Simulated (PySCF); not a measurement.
A structure optimised at B3LYP-D3(BJ)/def2-SVP, used in a PySCF frequency run:

```
W
S 1 2.1445
Cl 1 2.2849 2 94.02
Cl 1 2.2849 2 94.02 3 120.00
Cl 1 2.2849 2 94.02 4 120.00
Cl 1 2.4031 3 85.98 2 -180.00
```

### Question
Write its SMILES, formula and point group.

### Answer
[S]=[W]([Cl])([Cl])([Cl])[Cl], Cl4SW, C3v

### Question
What are its rotational constants (standard atomic weights)?

### Answer
0.91474, 0.80475, 0.80475 GHz
